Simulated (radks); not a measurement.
The numbers below are computed, except where a source is named.
Spherical jellium clusters: N electrons in a uniform positive sphere of charge N and radius rs N^(1/3), rs = 2.71 bohr. Level of theory: non-relativistic Kohn-Sham, LDA (Slater exchange, Perdew-Wang correlation), spin-polarised, spherical densities (a radial shooting solver with Libxc functionals). Levels are named by radial order and angular momentum (1s, 1p, 1d, 2s, ...), and open shells are averaged over m.

N = 4, configuration 1s2 1p(up 2, down 0). This is the lowest configuration that the search found. Occupied and some empty levels:

| level | occupation | eigenvalue (eV) | <r> (bohr) |
|---|---|---|---|
| 1s up | 1 | -6.5089 | 3.226 |
| 1s down | 1 | -5.7211 | 3.208 |
| 1p up | 2 | -3.1959 | 4.462 |
| 1p down | 0 | -2.4141 | 4.657 |
| 2s up | 0 | -0.83014 | 7.697 |
| 2s down | 0 | -0.56399 | 8.599 |
| 1d up | 0 | -0.32290 | 7.098 |

Energy (eV): total -3.72174, kinetic 12.816, external -110.70, Hartree 51.232, exchange-correlation -17.790, background 60.725.

Electron density:

| r (bohr) | n(r) (e/bohr^3) |
|---|---|
| 0.167 | 0.01472 |
| 0.587 | 0.01462 |
| 1.01 | 0.01436 |
| 1.43 | 0.01387 |
| 1.84 | 0.01306 |
| 2.27 | 0.01188 |
| 2.69 | 0.01036 |
| 3.10 | 0.008591 |
| 3.52 | 0.006750 |
| 3.94 | 0.005022 |
| 4.36 | 0.003559 |
| 4.78 | 0.002427 |
| 5.20 | 0.001614 |
| 5.62 | 0.001053 |
| 6.04 | 0.0006773 |
| 6.46 | 0.0004320 |
| 6.88 | 0.0002733 |
| 7.30 | 0.0001719 |
| 7.72 | 0.0001078 |
| 8.14 | 0.00006734 |
